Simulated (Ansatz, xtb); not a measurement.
**Two isomers of C5H6N2S**

Structure a is `C=Cc1[nH]ncc1S`, a singlet and structure b is `C=Cn1cc(S)cn1`, a singlet. Both are isolated molecules in the gas phase, relaxed with B3LYP/def2-SVP; each stands in its lowest conformer found.

Q: Estimate which is lower in electronic energy at CCSD(T)/def2-SVP + ΔMP2/def2-TZVPP, and by roughly how much.

A: The CCSD(T)/def2-SVP + ΔMP2/def2-TZVPP calculation puts structure a lower, by 6.0 kcal/mol.

Level by level:

```tsv
level	geometry	E(b) − E(a) (kcal/mol)	departure from the last row (kcal/mol)	job, with rough time for the two
B3LYP/def2-SVP	B3LYP/def2-SVP	+5.4	−0.7	optimisation, 84 s
HF/def2-SVP	B3LYP/def2-SVP	+6.1	+0.1	part of the CCSD(T) run
MP2/def2-SVP	B3LYP/def2-SVP	+6.9	+0.9	part of the CCSD(T) run
CCSD(T)/def2-SVP	B3LYP/def2-SVP	+6.5	+0.5	single point
CCSD(T)/def2-SVP + ΔMP2/def2-TZVPP	B3LYP/def2-SVP	+6.0		single point, 2.6 min
```

As drawn, b has 1 C–N, 1 C–H in place of 1 C–C, 1 N–H.

None of the levels shown reverses the order. The largest departure from CCSD(T)/def2-SVP + ΔMP2/def2-TZVPP is that of MP2/def2-SVP, 0.9 kcal/mol. No reliable frequencies are at hand for a, so it isn't confirmed as a minimum. Levels run at GFN2-xTB geometries aren't shown. The last row adds to CCSD(T) the change of the MP2 difference between the two basis sets, here −0.5 kcal/mol.

The correlated steps freeze 12 core orbitals. Codes used: Ansatz 0.2.0, xtb 6.7.1; the last row on 2 threads of Arm Neoverse V2 on a shared host.
